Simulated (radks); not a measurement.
Removal energies from the vanadium ion V8+, [Ne] 3s2 3p3, by Delta-SCF beside the eigenvalue of the level emptied. Method: scalar-relativistic Kohn-Sham, r2SCAN, spin-polarised, spherical densities, finite nucleus; meta-GGA in the generalised Kohn-Sham scheme; Fermi nuclear charge, rms radius of each element as measured or else 0.836 A^(1/3) + 0.57 fm; computed with a radial shooting solver on a logarithmic mesh with Libxc functionals. Open shells are filled with parallel spins first.

3p: final configuration [Ne] 3s2 3p2; Delta-SCF (eV) 205.47; -eigenvalue (eV) 193.30
3s: final configuration [Ne] 3s1 3p3; Delta-SCF (eV) 222.03; -eigenvalue (eV) 212.60
2p: final configuration [He] 2s2 2p5 3s2 3p3; Delta-SCF (eV) 714.29; -eigenvalue (eV) 680.44
2s: final configuration [He] 2s1 2p6 3s2 3p3; Delta-SCF (eV) 812.01; -eigenvalue (eV) 782.42
